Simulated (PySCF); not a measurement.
## Radial density of Kr (krypton, neutral)

UHF, [Ar] 3d10 4s1 4p6 5s1, high-spin 3S determinant (an excited configuration). Calculation: PySCF 2.14, in aug-cc-pV5Z-PP with ECP10MDF (8s7p6d4f3g2h, 136 functions); a scalar-relativistic core potential. This is the valence pseudo-density: the core potential removes the inner electrons and smooths the orbitals near the nucleus.

```json
{"r (bohr)": "0.000608", "4πr²ρ (e/bohr)": "6.607e-05", "4πr²(ρα − ρβ)": "0.0000"}
{"r (bohr)": "0.00102", "4πr²ρ (e/bohr)": "0.0001845", "4πr²(ρα − ρβ)": "0.0000"}
{"r (bohr)": "0.00172", "4πr²ρ (e/bohr)": "0.0005057", "4πr²(ρα − ρβ)": "0.0001"}
{"r (bohr)": "0.00289", "4πr²ρ (e/bohr)": "0.001344", "4πr²(ρα − ρβ)": "0.0001"}
{"r (bohr)": "0.00486", "4πr²ρ (e/bohr)": "0.003445", "4πr²(ρα − ρβ)": "0.0004"}
{"r (bohr)": "0.00818", "4πr²ρ (e/bohr)": "0.008239", "4πr²(ρα − ρβ)": "0.0009"}
{"r (bohr)": "0.0138", "4πr²ρ (e/bohr)": "0.01776", "4πr²(ρα − ρβ)": "0.0019"}
{"r (bohr)": "0.0231", "4πr²ρ (e/bohr)": "0.03290", "4πr²(ρα − ρβ)": "0.0035"}
{"r (bohr)": "0.0389", "4πr²ρ (e/bohr)": "0.05673", "4πr²(ρα − ρβ)": "0.0050"}
{"r (bohr)": "0.0655", "4πr²ρ (e/bohr)": "0.1863", "4πr²(ρα − ρβ)": "0.0054"}
{"r (bohr)": "0.110", "4πr²ρ (e/bohr)": "1.342", "4πr²(ρα − ρβ)": "0.0064"}
{"r (bohr)": "0.185", "4πr²ρ (e/bohr)": "7.848", "4πr²(ρα − ρβ)": "0.0282"}
{"r (bohr)": "0.312", "4πr²ρ (e/bohr)": "27.40", "4πr²(ρα − ρβ)": "0.2014"}
{"r (bohr)": "0.524", "4πr²ρ (e/bohr)": "33.23", "4πr²(ρα − ρβ)": "0.0877"}
{"r (bohr)": "0.882", "4πr²ρ (e/bohr)": "9.245", "4πr²(ρα − ρβ)": "0.3918"}
{"r (bohr)": "1.48", "4πr²ρ (e/bohr)": "5.118", "4πr²(ρα − ρβ)": "0.9689"}
{"r (bohr)": "2.49", "4πr²ρ (e/bohr)": "1.826", "4πr²(ρα − ρβ)": "0.1076"}
{"r (bohr)": "4.20", "4πr²ρ (e/bohr)": "0.3648", "4πr²(ρα − ρβ)": "0.2592"}
{"r (bohr)": "7.06", "4πr²ρ (e/bohr)": "0.08049", "4πr²(ρα − ρβ)": "0.0801"}
{"r (bohr)": "11.9", "4πr²ρ (e/bohr)": "6.353e-05", "4πr²(ρα − ρβ)": "0.0001"}
```

Energies and moments cover only the electrons outside the core potential. The outer electron is Rydberg-like, and this basis confines it to a smaller radius and binds it less than a complete one would.
